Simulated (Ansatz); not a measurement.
SnMe2 (C2H6Sn), 9 atoms. Hardware: 4 threads of Arm Neoverse V2 on a shared host.

In the def2 sets Sn takes a core potential; there is no spin–orbit coupling. Correlated methods freeze 6 core orbitals; core or outer-core shells of Sn are correlated, in sets that lack core-valence functions.

How many basis functions does each of these Ansatz runs have, and roughly what does it cost? PBE0-D4/def2-TZVP, charge 0 triplet at the geometry of the charge 0 singlet, energy; RPA@PBE/def2-TZVP, charge 0 singlet, energy, from earlier orbitals; PBE-D4/def2-TZVPD, charge -1 doublet at the geometry of the charge 0 singlet, energy, from earlier orbitals; PBE-QIDH/def2-TZVP, charge 0 singlet, energy, from earlier orbitals; PBE-D4/def2-SVP, charge 0 singlet, energy, from earlier orbitals; CCSD(T)/def2-TZVPP, charge 0 singlet, energy, from earlier orbitals; r2SCAN0-D4/def2-TZVP, charge 0 singlet, energy, from earlier orbitals; PBE0-D4/def2-TZVP, charge 1 doublet at the geometry of the charge 0 singlet, energy, from earlier orbitals; PBE0-D4/def2-SVP, charge 0 singlet, energy, from earlier orbitals; PBE-D4/def2-TZVP, charge 0 triplet at the geometry of the charge 0 singlet, energy, from earlier orbitals; r2SCAN-D4/def2-TZVPD, charge -1 doublet at the geometry of the charge 0 singlet, energy, from earlier orbitals; LDA (SPW92)/def2-TZVP, charge 0 singlet, energy, from earlier orbitals.

Other jobs shared the machine, so times can vary by a factor of up to 3. A dash marks memory too small to be measured apart from the calling script's.

| run | functions | fitting or Cholesky vectors | wall time | peak host memory (GiB) |
| --- | --- | --- | --- | --- |
| PBE-D4/def2-SVP, charge 0 singlet, energy, from earlier orbitals | 84 | 955 | 0.5 s | – |
| LDA (SPW92)/def2-TZVP, charge 0 singlet, energy, from earlier orbitals | 148 | 1012 | 0.6 s | – |
| PBE0-D4/def2-SVP, charge 0 singlet, energy, from earlier orbitals | 84 | 1018 | 0.65 s | – |
| PBE-D4/def2-TZVP, charge 0 triplet at the geometry of the charge 0 singlet, energy, from earlier orbitals | 148 | 1012 | 1.6 s | – |
| r2SCAN0-D4/def2-TZVP, charge 0 singlet, energy, from earlier orbitals | 148 | 1085 | 2.1 s | – |
| PBE-QIDH/def2-TZVP, charge 0 singlet, energy, from earlier orbitals | 148 | 1170 | 2.1 s | – |
| PBE0-D4/def2-TZVP, charge 0 triplet at the geometry of the charge 0 singlet, energy | 148 | 1085 | 2.2 s | – |
| PBE0-D4/def2-TZVP, charge 1 doublet at the geometry of the charge 0 singlet, energy, from earlier orbitals | 148 | 1085 | 2.3 s | – |
| RPA@PBE/def2-TZVP, charge 0 singlet, energy, from earlier orbitals | 148 | 1170 | 2.3 s | – |
| PBE-D4/def2-TZVPD, charge -1 doublet at the geometry of the charge 0 singlet, energy, from earlier orbitals | 184 | 1058 | 2.6 s | – |
| r2SCAN-D4/def2-TZVPD, charge -1 doublet at the geometry of the charge 0 singlet, energy, from earlier orbitals | 184 | 1058 | 6 s | – |
| CCSD(T)/def2-TZVPP, charge 0 singlet, energy, from earlier orbitals | 196 | 1300 | 49 s | 2.6 |
